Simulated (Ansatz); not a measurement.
Start from `COC(C)C` and change one atom or group to get `BC(C)C`.

Ansatz, PBE0-D4/def2-TZVP geometries, multiplicity 1. Each molecule was computed in one conformer, which needn't be the lowest.

```
                                                                                  property  `COC(C)C`
                                                      HOMO–LUMO gap (PBE0/def2-TZVPP) / eV       8.58
                                                        HOMO energy (PBE0/def2-TZVPP) / eV      -7.30
                                                         LUMO energy (PBE/def2-TZVPP) / eV       0.47
                                                        LUMO energy (PBE0/def2-TZVPP) / eV       1.28
ideal-gas entropy at 298 K and 1 bar (rigid rotor, harmonic PBE0-D4/def2-TZVP) / J/(mol·K)        332
                                            zero-point energy (PBE0-D4/def2-TZVP) / kJ/mol      357.5
```

**Question.** What does the change do to each property? (Estimate.)

**Answer.** The calculation gave: 
```
                                                                                  property  `BC(C)C`  shift
                                                      HOMO–LUMO gap (PBE0/def2-TZVPP) / eV      7.15  -1.43
                                                        HOMO energy (PBE0/def2-TZVPP) / eV     -8.34  -1.04
                                                         LUMO energy (PBE/def2-TZVPP) / eV     -2.21  -2.68
                                                        LUMO energy (PBE0/def2-TZVPP) / eV     -1.19  -2.47
ideal-gas entropy at 298 K and 1 bar (rigid rotor, harmonic PBE0-D4/def2-TZVP) / J/(mol·K)       307    -25
                                            zero-point energy (PBE0-D4/def2-TZVP) / kJ/mol     296.4  -61.1
```

With PBE0 the HOMO falls by 1.04 eV and the LUMO falls by 2.47 eV, so the gap narrows by about 1.43 eV. PBE moves the HOMO by -1.28 eV and ωB97M-V by -0.93 eV. The zero-point energy changes by -61.1 kJ/mol with -6 modes.
